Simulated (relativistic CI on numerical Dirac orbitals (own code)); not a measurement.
Electric-dipole transitions in Pt LIX

Computed by Dirac-Coulomb-Breit CI, orbitals from a KLI potential per configuration, model QED, unscaled Slater integrals (own radial code, finite nucleus).

Configurations in the expansion (outside the closed core [Ne]): 3s²3p⁶3d², 3s²3p⁵3d³, 3s3p⁶3d³, 3s²3p⁶3d4s, 3s²3p⁶3d4p, 3s²3p⁶3d4d, 3s²3p⁵3d²4s, 3s²3p⁶3d4f, 3s²3p⁵3d²4p, 3s²3p⁵3d²4d, 3s3p⁶3d²4s, 3p⁶3d³4p, 3s²3p⁶4s², 3s3p⁶3d²4p, 3s²3p⁶4s4p, 3s²3p⁶3d5s, 3s²3p⁶3d5d, 3s²3p⁶3d5g, 3p⁶3d⁴, 3p⁵3d⁵, 3p⁵3d⁴4s, 3p⁶3d³4s, 3p⁵3d³4s², 3s²3p⁶4p², 3s²3p⁵4s4p², 3s²3p⁶4s4d, 3s²3p⁵4s²4d, 3s3p⁶3d4s², 3s3p⁶4s²4p, 3s3p⁶4s²4d. Double excitations out of closed p, d and f shells are left out; levels of such configurations are missing from the list, as are those of other unlisted configurations, and high levels can miss mixing partners. These lack a partner that the ground configuration has and come out too high: 3s²3p⁵3d²4p, 3s²3p⁵3d²4d.

```csv
λ vac (nm),Lower,Upper,A (s⁻¹),gf,Branching (%)
0.46630,3s²3p⁶3d² ¹G4 [5],3s²3p⁵3d²4s ¹G°4 [389],2.84e+13,8.33e-01,98.3
0.46790,3s²3p⁶3d² ³F2 [1],3s²3p⁵3d²4s ³G°3 [312],3.80e+13,8.73e-01,99.1
0.46823,3s²3p⁶3d² ³F3 [3],3s²3p⁵3d²4s ³F°3 [366],2.16e+13,4.97e-01,75.7
0.46839,3s²3p⁶3d² ³F2 [1],3s²3p⁵3d²4s ³F°2 [311],3.21e+13,5.28e-01,97.9
0.46863,3s²3p⁶3d² ³F3 [3],3s²3p⁵3d²4s ³G°4 [363],3.05e+13,9.03e-01,96.2
0.46954,3s²3p⁶3d² ¹G4 [5],3s²3p⁵3d²4s ¹H°5 [376],2.83e+13,1.03e+00,99.8
1.5664,3s²3p⁶3d² ³F2 [1],3s²3p⁵3d³ ³D°1 [83],8.29e+12,9.15e-01,72.7
1.5747,3s²3p⁶3d² ³F3 [3],3s²3p⁵3d³ ¹G°4 [92],1.63e+12,5.45e-01,18.0
1.5866,3s²3p⁶3d² ³P2 [4],3s²3p⁵3d³ ³S°1 [94],7.27e+12,8.23e-01,72.1
1.5877,3s²3p⁶3d² ³F3 [3],3s²3p⁵3d³ ³F°3 [91],3.18e+12,8.42e-01,49.0
1.5889,3s²3p⁶3d² ³F4 [7],3s²3p⁵3d³ ³D°3 [111],2.55e+12,6.75e-01,45.7
1.5904,3s²3p⁶3d² ¹G4 [5],3s²3p⁵3d³ ¹F°3 [95],6.54e+12,1.74e+00,92.0
1.5988,3s²3p⁶3d² ³F3 [3],3s²3p⁵3d³ ³D°2 [90],6.17e+12,1.18e+00,91.3
1.6019,3s²3p⁶3d² ³P1 [6],3s²3p⁵3d³ ³D°2 [93],4.56e+12,8.77e-01,66.9
1.6053,3s²3p⁶3d² ¹D2 [8],3s²3p⁵3d³ ³P°2 [112],4.94e+12,9.54e-01,99.8
1.6054,3s²3p⁶3d² ¹G4 [5],3s²3p⁵3d³ ¹G°4 [92],7.44e+12,2.59e+00,82.0
1.6077,3s²3p⁶3d² ³F4 [7],3s²3p⁵3d³ ³D°3 [109],4.03e+12,1.09e+00,64.8
1.6082,3s²3p⁶3d² ¹D2 [8],3s²3p⁵3d³ ³D°3 [111],3.00e+12,8.13e-01,53.7
1.6113,3s²3p⁶3d² ³P2 [4],3s²3p⁵3d³ ³F°3 [91],3.26e+12,8.88e-01,50.2
1.6171,3s²3p⁶3d² ³F4 [7],3s²3p⁵3d³ ³F°4 [108],5.50e+12,1.94e+00,99.9
1.6200,3s²3p⁶3d² ³F4 [7],3s²3p⁵3d³ ³G°5 [107],4.82e+12,2.09e+00,99.4
1.6209,3s²3p⁶3d² ¹D2 [8],3s²3p⁵3d³ ³D°1 [110],6.49e+12,7.67e-01,93.9
1.6491,3s²3p⁶3d² ³F2 [1],3s²3p⁵3d³ ³F°2 [82],4.64e+12,9.45e-01,99.8
1.6759,3s²3p⁶3d² ³F3 [3],3s²3p⁵3d³ ³H°4 [88],1.17e+12,4.45e-01,87.6
1.7071,3s²3p⁶3d² ¹G4 [5],3s²3p⁵3d³ ³I°5 [89],1.25e+12,5.99e-01,99.8
1.7946,3s²3p⁵3d³ ³I°7 [41],3s3p⁶3d³ ³H6 [139],4.22e+12,2.65e+00,58.5
1.7969,3s²3p⁵3d³ ³H°6 [20],3s3p⁶3d³ ³G5 [126],4.28e+12,2.28e+00,58.8
1.8068,3s²3p⁵3d³ ³H°5 [19],3s3p⁶3d³ ³G4 [125],3.45e+12,1.52e+00,47.8
1.8093,3s²3p⁵3d³ ⁵G°6 [39],3s3p⁶3d³ ⁵F5 [135],3.98e+12,2.15e+00,55.4
1.8098,3s²3p⁵3d³ ³F°3 [13],3s3p⁶3d³ ³D2 [114],4.87e+12,1.20e+00,66.6
1.8135,3s²3p⁵3d³ ⁵G°4 [15],3s3p⁶3d³ ⁵F3 [122],3.79e+12,1.31e+00,52.5
2.7594,3s²3p⁶3d² ³F3 [3],3s²3p⁵3d³ ³F°3 [64],1.02e+12,8.18e-01,61.3
2.7778,3s²3p⁶3d² ¹G4 [5],3s²3p⁵3d³ ¹F°3 [69],1.60e+12,1.29e+00,93.8
2.7808,3s²3p⁶3d² ³F4 [7],3s²3p⁵3d³ ³D°3 [79],1.63e+12,1.32e+00,92.8
2.7925,3s²3p⁶3d² ³P2 [4],3s²3p⁵3d³ ³D°2 [66],1.25e+12,7.32e-01,77.7
2.7936,3s²3p⁶3d² ³F3 [3],3s²3p⁵3d³ ³D°2 [61],1.04e+12,6.10e-01,77.8
2.8043,3s²3p⁶3d² ³P0 [2],3s²3p⁵3d³ ³D°1 [35],1.45e+12,5.14e-01,80.2
2.8185,3s²3p⁶3d² ³F2 [1],3s²3p⁵3d³ ³G°3 [34],1.05e+12,8.73e-01,99.7
2.8260,3s²3p⁶3d² ³F2 [1],3s²3p⁵3d³ ³F°2 [33],1.38e+12,8.29e-01,99.4
2.8316,3s²3p⁶3d² ³P2 [4],3s²3p⁵3d³ ³F°3 [64],6.03e+11,5.08e-01,36.1
2.8420,3s²3p⁶3d² ¹G4 [5],3s²3p⁵3d³ ¹G°4 [65],1.47e+12,1.60e+00,87.6
2.8466,3s²3p⁶3d² ³F2 [1],3s²3p⁵3d³ ³D°3 [32],5.95e+11,5.06e-01,98.8
2.8477,3s²3p⁶3d² ³F2 [1],3s²3p⁵3d³ ³D°1 [31],1.14e+12,4.16e-01,93.7
2.8701,3s²3p⁶3d² ³F4 [7],3s²3p⁵3d³ ³F°4 [77],1.40e+12,1.55e+00,97.2
2.9446,3s²3p⁶3d² ¹G4 [5],3s²3p⁵3d³ ¹H°5 [58],5.85e+11,8.37e-01,99.4
```

Terms are leading LS components. Brackets give the number of a level in order of energy, since labels repeat. The list gives strong lines, with weight on those to low levels, without lines whose two gauges differ by over a factor of 2.5, among the lowest 400 of 2053 levels, so that lines to higher ones, which can be the strongest, are missing. Levels whose partners in the same complex of configurations lie outside the list can be far off, and so can their lines. Rates are taken at the computed energies, electric ones in the length gauge.

At this charge energies of transitions that change n are usually good to better than 1 %, and those within a shell (Δn = 0) to a few per cent.

LS names give the leading component of a level, which can be under half, so a name can repeat, a term be missing and a line seem to break the LS rules.
